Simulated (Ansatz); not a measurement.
Consider the ligand exchange at a Ge–Se bond: `[Cl][GeH2][SeH]` + HBr → `[Cl][GeH2][Br]` + H₂Se.

Calculated with Ansatz (gas phase, PBE0-D4/def2-TZVP geometries, no zero-point term in ΔE). CCSD(T)/CBS is the MP2 limit (def2-TZVPP, def2-QZVPP) plus CCSD(T) − MP2 in def2-TZVPP, frozen cores. DFT in def2-TZVPP. B3LYP here is the variant with VWN-RPA as its local correlation; programs differ in this. HSE06 is defined as in plane-wave codes. For Br, Ge, Se outer-core shells are correlated without core-valence functions, which leaves a few kJ/mol of doubt a bond. Scalar relativity is left out up to krypton. Each species was taken in one conformer, which may not be the lowest.

Is it downhill or uphill in electronic energy at CCSD(T)/CBS, and by how much? (An estimate is asked.)

The calculation gave: Downhill: ΔE = -0.25 eV.

What do these levels give: PBE-D4, B97M-V, r2SCAN0-D4, HSE06-D4, B2PLYP, BLYP, B3LYP, BHLYP, CAM-B3LYP, HF/def2-SVP, CCSD(T)/def2-SVP, CCSD/def2-TZVPP? (Estimate.)

The calculation gave: PBE-D4 -0.23, B97M-V -0.29, r2SCAN0-D4 -0.27, HSE06-D4 -0.25, B2PLYP -0.27, BLYP -0.27, B3LYP -0.28, BHLYP -0.30, CAM-B3LYP -0.29, HF/def2-SVP -0.34, CCSD(T)/def2-SVP -0.28, CCSD/def2-TZVPP -0.26 eV.

Largest T1 diagnostic among the species: 0.009.

At CCSD(T), def2-SVP lies −0.03 eV from the extrapolated value and def2-TZVPP −0.00 eV. In def2-TZVPP, CCSD(T) changes the Hartree–Fock value by +0.10 eV (the triples alone add +0.01 eV) and MP2 by +0.10 eV. Leaving LDA and LC-ωPBE aside and taking each functional with its dispersion term where it has one, the values, not all of them listed here, spread over 0.07 eV, from B97M-V to revPBE-D4.
